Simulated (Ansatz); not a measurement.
```yaml
crystal:
  periodic: [false, false, false]
  atoms:
    - {symbol: Sn, position_ang: [-1.178137, 0.049531, 1.578642]}
    - {symbol: O, position_ang: [2.388431, 1.628124, -2.671411]}
    - {symbol: O, position_ang: [-1.509927, 3.052677, -0.299677]}
    - {symbol: O, position_ang: [-3.127459, -3.036867, 0.734382]}
    - {symbol: O, position_ang: [2.496087, -0.482424, -0.925912]}
    - {symbol: H, position_ang: [-4.031412, -2.853758, -0.848075]}
    - {symbol: H, position_ang: [4.138793, -0.255827, -0.133948]}
    - {symbol: H, position_ang: [0.029160, -0.646772, 4.493933]}
    - {symbol: H, position_ang: [0.794464, 2.545334, -1.927934]}
basis:
  gaussian: {orbitals: def2-SVPD}
magnetization: {spin_polarized: true, initial_magnetization: 2}
hamiltonian: {xc: {name: CAM-B3LYP}}
scf: {omitted_lower_state_checks: [starts]}
output: {forces: true}
```

```sh
$ ansatz run in.yaml --threads 4 --pin off --events-out ev --progress --plain --max-ram 3916MiB
```

Output, abridged:

```
Functional definition: CAM-B3LYP
1398 factors; their error is unknown
539 factors; integrals over basis functions are off by at most 3.9e-5 eV
mean field evaluation 1: about -13989.4294 eV, gradient 8.6e1 eV
mean field evaluation 2: about -13245.3018 eV, gradient 1.9e2 eV
mean field evaluation 4: about -13843.0081 eV, gradient 9.8e1 eV
mean field evaluation 8: about -14008.8086 eV, gradient 5.6e1 eV
mean field evaluation 16: about -14048.3153 eV, gradient 3.7e0 eV
mean field evaluation 32: about -14048.6588 eV, gradient 1.7e-5 eV
mean field -14048.65884179 eV, -516.2786899129 hartree, gradient 6.2e-8 eV, S^2 5.793984; 0 other end points of the search recorded, 0 dependent functions left out
reference -14048.65905695 eV, -516.2786978198 hartree; 30, 28 occupied and 126, 128 virtual orbitals, 1398 factors
Total energy: -14048.65905695 eV, -516.2786978198 hartree
Atom 0 at    -1.178137     0.049531     1.578642 Å, force    -0.038391     0.467220    -0.239359 eV/Å
Atom 1 at     2.388431     1.628124    -2.671411 Å, force    -1.445666     0.774944     0.761117 eV/Å
Atom 2 at    -1.509927     3.052677    -0.299677 Å, force     0.255753    -0.941119     0.490087 eV/Å
Atom 3 at    -3.127459    -3.036867     0.734382 Å, force    -1.052828     0.538277    -2.082817 eV/Å
Atom 4 at     2.496087    -0.482424    -0.925912 Å, force     2.096417     0.330089     1.029500 eV/Å
Atom 5 at    -4.031412    -2.853758    -0.848075 Å, force     1.240157    -0.239827     2.158899 eV/Å
Atom 6 at     4.138793    -0.255827    -0.133948 Å, force    -2.174799    -0.268701    -1.059331 eV/Å
Atom 7 at     0.029160    -0.646772     4.493933 Å, force    -0.187544     0.150990    -0.486642 eV/Å
Atom 8 at     0.794464     2.545334    -1.927934 Å, force     1.306901    -0.811873    -0.571453 eV/Å
Dipole moment:     0.000034    -0.695607     0.609208 e Å
Checks for a lower state left out: starts
```

Something in this input is off. What?

The coordinates are in bohr but typed as ångström. Self-consistency was reached. The result belongs to that input, not to the species as meant. The charge 0 triplet is spin-contaminated (final ⟨S²⟩ up to 5.79, 2.00 for a pure state).
